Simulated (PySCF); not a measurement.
## Working out the ionisation energy of Ge

Ge [Ar] 3d10 4s2 4p2 (3P) → Ge⁺ [Ar] 3d10 4s2 4p1 (2P). Computed with PySCF 2.14 in aug-cc-pwCVTZ-PP with ECP10MDF (8s7p6d4f1g, 96 functions), with scalar relativity through the core potential. Frozen: nothing. Energies in hartree (1 hartree = 27.21139 eV):

| part | Ge (lower) | Ge⁺ (upper) |
| --- | --- | --- |
| UHF | -293.353046 | -293.081029 |
| MP2 opposite-spin | -0.567525 | -0.559527 |
| MP2 same-spin | -0.271716 | -0.263177 |

**Question.** What does Hartree-Fock give?

**Answer.** (-293.081029) − (-293.353046) = 0.272017 hartree = 7.402 eV.

**Question.** What do MP2 and SCS-MP2 (6/5 opposite-spin, 1/3 same-spin) give?

**Answer.** The opposite-spin parts differ by 0.218 eV and the same-spin parts by 0.232 eV. MP2: 7.402 + (0.218) + (0.232) = 7.852 eV. SCS-MP2: 7.402 + 1.2 × (0.218) + (0.232)/3 = 7.741 eV.

Measured between the centres of the two terms (NIST): 7.925 eV, so MP2 (valence and next inner shell) is off by -0.073 eV.

What remains against the reference includes basis incompleteness and correlation beyond second order.
